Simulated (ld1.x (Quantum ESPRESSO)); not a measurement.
# potassium (K), RRKJ: configuration errors across variants

```
Element                 : K
Generator               : ld1.x (Quantum ESPRESSO) 7.5
Type                    : norm-conserving RRKJ (Kleinman–Bylander form)
Functional              : PBE
Relativity              : scalar-relativistic
Frozen core             : [Ar]
Valence charge          : 1
Reference configuration : 3d0 4s0.5 4p0 (charge +0.5)
Partial waves           : 4p (bound, empty): rc 3.40 bohr; 3d (bound, empty): rc 4.20 bohr; 4s (bound): rc 3.85 bohr
Local potential         : the s channel
Core correction         : none
rho0                    : 0.001
```

All-electron excitation energies from the reference (eV): (1) 3d0 4s1 4p0 -1.641; (2) 3d0 4s0 4p1 -0.089; (3) 3d1 4s0 4p0 0.815; (4) 3d0.5 4s0.5 4p0 -0.424.

Errors AE − PS in meV (a dash: test not solved or not reliable):

| change | (1) | (2) | (3) | (4) | bound ghosts |
| --- | --- | --- | --- | --- | --- |
| base | +22 | +31 | +84 | +14 | none |
| core correction a·sin(br)/r model core inside 1.32 bohr | -0.5 | -1.5 | +0.9 | 0.0 | none |
| core correction a·sin(br)/r model core inside 1.74 bohr | -0.5 | -1.5 | +0.8 | 0.0 | none |
| core correction a·sin(br)/r model core inside 2.12 bohr | -0.5 | -1.5 | +0.9 | 0.0 | none |
| core correction a·sin(br)/r model core inside 2.42 bohr | -0.2 | -1.1 | +1.2 | +0.1 | none |
| core correction a·sin(br)/r model core inside 2.68 bohr | +0.6 | 0.0 | +2.0 | +0.2 | none |
| core correction a·sin(br)/r model core inside 3.00 bohr | +3.5 | +2.7 | +5.8 | +0.5 | none |
| core correction a·sin(br)/r model core inside 3.50 bohr | +11 | +6.3 | +22 | +1.6 | none |
| core correction a·sin(br)/r model core inside 4.10 bohr | +14 | +16 | +39 | +3.9 | none |

(1) Give the same row for: core correction a·sin(br)/r model core inside 3.68 bohr.

## Answers

(1) +12, +7.6, +28, +2.2; bound ghosts: none.
